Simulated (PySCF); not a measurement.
Estimate the missing entries of this data sheet.

Species: C6H3N.
InChI=1S/C6H3N/c1-2-3-4-5-6-7/h3H,1H2

| property | level | value |
| --- | --- | --- |
| point group of the GFN2-xTB geometry | GFN2-xTB | Cs |
| rotational constants A, B, C of the GFN2-xTB geometry | GFN2-xTB | ? |
| dipole moment | PBE0/def2-SVPD | 5.73 D |
| HOMO energy | PBE0/def2-SVPD | -7.68 eV |
| LUMO energy | PBE0/def2-SVPD | ? |
| lowest singlet excitation | TDDFT PBE0/def2-SVPD | ? |
| strongest line among the 6 lowest singlet transitions | TDDFT PBE0/def2-SVPD | ? |
| lowest triplet excitation (Tamm–Dancoff) | TDA PBE0/def2-SVPD | ? |
| static isotropic polarisability | PBE0/def2-SVPD | 87.9 au |
| electronic spatial extent ⟨r²⟩ about the centre of nuclear charge | PBE0/def2-SVPD | ? |
| 13C chemical shifts (computed TMS as zero) by class | GIAO PBE0/pcSseg-1 | 236.6 (1 C), 111.7 (1 C), 83.5 (1 C), 77.7 (1 C), 77.5 (1 C), 77.4 (1 C) ppm |
| 1H chemical shifts (computed TMS as zero) by class | GIAO PBE0/pcSseg-1 | ? |
| isotropic shieldings of nuclei other than C and H, by class | GIAO PBE0/pcSseg-1 | -50 (1 N) ppm |

The electronic properties come from PySCF, for the isolated species, density fitting.

Task: The 1H chemical shifts (computed TMS as zero) by class?

Result: 5.65 (1 H), 5.52 (2 H) ppm.

Task: Give the strongest line among the 6 lowest singlet transitions.

Result: S6 at 6.56 eV (189 nm, f = 0.647).

Task: The lowest triplet excitation (Tamm–Dancoff)?

Result: 3.18 eV.

Task: Give the rotational constants A, B, C of the GFN2-xTB geometry.

Result: 15.375, 0.970, 0.918 GHz.

Task: What is the LUMO energy?

Result: -2.09 eV.

Task: The electronic spatial extent ⟨r²⟩ about the centre of nuclear charge?

Result: 1146 bohr².

Task: What is the lowest singlet excitation?

Result: 4.59 eV (270 nm, f = 0.000).

The 6 singlets span 4.59 to 6.56 eV, and their oscillator strengths add up to 0.87. With B = h/(8π²I), that is 505.379 GHz u Å² over I, the principal moments of inertia are 32.9, 521.1 and 550.5 u Å² (most abundant isotopes); the inertial defect Ic − Ia − Ib is -3.5 u Å² (zero for a rigid planar frame, negative otherwise). The polarisability is 13.02 Å³ as a volume (1 au = 0.148185 Å³), or 1.91 au for each of the 46 electrons. No computed singlet falls in the visible range (750 to 380 nm, 1.65 to 3.26 eV); S1 lies 1.33 eV above its blue end. The rotational constants make it an asymmetric top with κ = (2B − A − C)/(A − C) = -0.99, nearer the prolate limit (−1). The vertical singlet–triplet gap S1 − T1 is 1.41 eV (TDDFT singlet less Tamm–Dancoff triplet; S1: HOMO→LUMO+1, weight 0.82; T1: HOMO→LUMO, weight 0.94).

For the TDDFT job (PBE0/def2-SVPD), on one thread of an Arm Neoverse V2, no GPU, shared host with 96 logical CPUs at a one-minute load of 9.8, this took 11 s and 0.70 GiB of memory at its peak.
